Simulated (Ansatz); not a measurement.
Reactions of C2H7NSi (`CC[Si]N`).

Calculated with Ansatz (gas phase, PBE0-D4/def2-TZVP geometries, no zero-point term in ΔE). CBS: MP2 limit from def2 TZ/QZ plus the TZ coupled-cluster correction, frozen cores. This one scheme is used for every species. DFT in def2-TZVPP. B3LYP here is the variant with VWN-RPA as its local correlation; programs differ in this. def2 core potentials past Kr. For Br, Cd, Te outer-core shells are correlated without core-valence functions, which leaves a few kJ/mol of doubt a bond. Scalar relativity is left out up to krypton. One conformer a species, not always the lowest.

```
                                                reaction  CCSD(T)/CBS(def2) (kcal/mol)
   `CC[Si]N` + `N[SiH](O)Br` → `CN[SiH](O)Br` + `C[Si]N`                           7.4
                `CC[Si]N` + `S=CS` → `CCSC=S` + `N[SiH]`                           7.0
`CC[Si]N` + `[NH2][Cd][OH]` → `C[O][Cd][NH2]` + `C[Si]N`                             ?
   `CC[Si]N` + `[SiH3][TeH]` → `CC[Te][SiH3]` + `N[SiH]`                           5.9
                      `CC[Si]N` + H₂ → `N[SiH]` + ethane                          -6.4
```

(1) Fill in the missing values. (Best estimate.)

Largest T1 diagnostic: 0.018, for `S=CS`.

Results:

(1) Ansatz gave: `CC[Si]N` + `[NH2][Cd][OH]` → `C[O][Cd][NH2]` + `C[Si]N`: +13.9 kcal/mol.
